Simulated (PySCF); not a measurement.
First SCF of a structure search on triplet RuF(OH), at a hand-made bent (heavy-atom frame) geometry. PySCF input:

```python
from pyscf import gto, scf, dft
mol = gto.M(atom='''
Ru     0.000000     0.000000     0.000000
F      1.548200     0.000000     1.084100
O     -1.540000     0.000000     1.078300
H     -2.045500     0.735400     1.432300''',
    basis={'Ru': 'def2-TZVP', 'F': 'def2-TZVP', 'O': 'def2-TZVP', 'H': 'def2-TZVP'},
    ecp={'Ru': 'def2-TZVP'},
    charge=0, spin=2)
mf = dft.UKS(mol, xc='PBE0')
mf.grids.atom_grid = (50, 194)
aux = {'Ru': 'def2-universal-JKFIT', 'F': 'def2-universal-JKFIT', 'O': 'def2-universal-JKFIT', 'H': 'def2-universal-JKFIT'}
mf = mf.density_fit(auxbasis=aux)
mf.conv_tol = 1e-08
mf.diis_space = 10
mf.max_cycle = 60
mf.init_guess = 'minao'
mf.verbose = 4
mf.kernel()
```

Excerpt of the output (cycles alone):

```
init E= -262.523436717783
cycle= 1 E= -270.100739724408  delta_E= -7.58  |g|= 0.849  |ddm|= 2.87
cycle= 2 E= -268.693678471928  delta_E= 1.41  |g|= 1.86  |ddm|= 2.31
cycle= 3 E= -270.322666853119  delta_E= -1.63  |g|= 0.46  |ddm|= 2.09
cycle= 4 E= -270.382106062465  delta_E= -0.0594  |g|= 0.26  |ddm|= 0.317
cycle= 5 E= -270.407398374018  delta_E= -0.0253  |g|= 0.0338  |ddm|= 0.167
cycle= 6 E= -270.408229604366  delta_E= -0.000831  |g|= 0.0285  |ddm|= 0.0458
cycle= 7 E= -270.408886872731  delta_E= -0.000657  |g|= 0.0152  |ddm|= 0.0304
cycle= 8 E= -270.409562954899  delta_E= -0.000676  |g|= 0.0092  |ddm|= 0.0401
cycle= 9 E= -270.4104181131  delta_E= -0.000855  |g|= 0.00721  |ddm|= 0.0614
cycle= 10 E= -270.411404025107  delta_E= -0.000986  |g|= 0.00542  |ddm|= 0.0879
cycle= 11 E= -270.412154983938  delta_E= -0.000751  |g|= 0.00404  |ddm|= 0.0937
cycle= 12 E= -270.412501219758  delta_E= -0.000346  |g|= 0.00282  |ddm|= 0.0636
cycle= 13 E= -270.412690068941  delta_E= -0.000189  |g|= 0.00229  |ddm|= 0.0518
... 30 lines left out ...
cycle= 44 E= -270.413163094424  delta_E= -4.58e-08  |g|= 3.01e-05  |ddm|= 0.000911
cycle= 45 E= -270.413163124518  delta_E= -3.01e-08  |g|= 2.79e-05  |ddm|= 0.000709
cycle= 46 E= -270.413163151472  delta_E= -2.7e-08  |g|= 2.52e-05  |ddm|= 0.000689
cycle= 47 E= -270.413163177703  delta_E= -2.62e-08  |g|= 2.33e-05  |ddm|= 0.000744
cycle= 48 E= -270.413163205323  delta_E= -2.76e-08  |g|= 2.1e-05  |ddm|= 0.000835
cycle= 49 E= -270.413163230396  delta_E= -2.51e-08  |g|= 1.87e-05  |ddm|= 0.000842
cycle= 50 E= -270.413163265883  delta_E= -3.55e-08  |g|= 1.54e-05  |ddm|= 0.00138
cycle= 51 E= -270.413163273661  delta_E= -7.78e-09  |g|= 1.46e-05  |ddm|= 0.000376
Extra cycle  E= -270.413163275256  delta_E= -1.59e-09  |g|= 1.82e-05  |ddm|= 6.57e-05
converged SCF energy = -270.413163275256  <S^2> = 2.1059191  2S+1 = 3.0698007
```

No lower solution of this spin was found from smeared starts or by a stability analysis within the unrestricted form.

Other spin states or occupations of the open shell can lie lower.

The search for the lowest solution, 3 starts and the stability check together, took 34 s on 4 threads of a shared Arm Neoverse V2 host, with 108 basis functions; the process peaked at 0.49 GiB.
